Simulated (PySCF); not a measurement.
How the method changes the constants of HgF

State: ²Σ⁺ (doublet), unpaired electrons σ ↑. Set-up: PySCF, scalar-relativistic core potentials, basis sets Hg def2-SVPD with ECP60, F def2-SVPD. De refers to Hg + F in their high-spin ground configurations, without counterpoise correction. The functionals are run spin-unrestricted. A positive dipole means Hg(−)F(+).

| Level | Re (Å) | ωe (cm⁻¹) | De (eV) | μ (D) | CPU s a point (SCF and correlation, without the integrals) |
| --- | --- | --- | --- | --- | --- |
| UHF | 2.047 | 495 | 0.373 | -4.25 | 0.61 |
| UHF-MP2 | 2.056 | 461 | 1.29 | n/a | 1 |
| UHF-SCS-MP2 | 2.059 | 460 | 1.11 | n/a | n/a |
| PBE | 2.113 | 387 | 1.74 | -3.34 | 1.1 |
| r²SCAN | 2.075 | 423 | 1.65 | -3.26 | 1.6 |
| TPSSh | 2.088 | 410 | 1.53 | -3.39 | 1.8 |
| PBE0 | 2.076 | 423 | 1.44 | -3.53 | 1.7 |
| M06 | 2.111 | 396 | 1.45 | -3.82 | 1.7 |
| MN15 | 2.059 | 433 | 1.29 | -3.37 | 1.9 |
| ωB97X | 2.073 | 446 | 1.52 | -3.82 | 1.4 |

The bond length runs from 2.047 Å (UHF) to 2.113 Å (PBE). De spans 0.37 eV (UHF, mean field) to 1.74 eV (PBE, GGA).

Correlated steps freeze 1 core orbital. Correlated levels converge slowly with the basis: in double zeta they bind strong bonds too weakly, by up to about 1 eV, and carry superposition errors of some tenths. Spin–orbit coupling is left out, which matters for elements this heavy, above all for dissociation energies. The state is the lowest determinant that a PBE0 search found; another state may lie lower at other levels.

The whole job (state search and all levels along the bond) took about 4.2 min on 1 thread of Arm Neoverse N1 (shared host), peak memory 0.85 GiB.
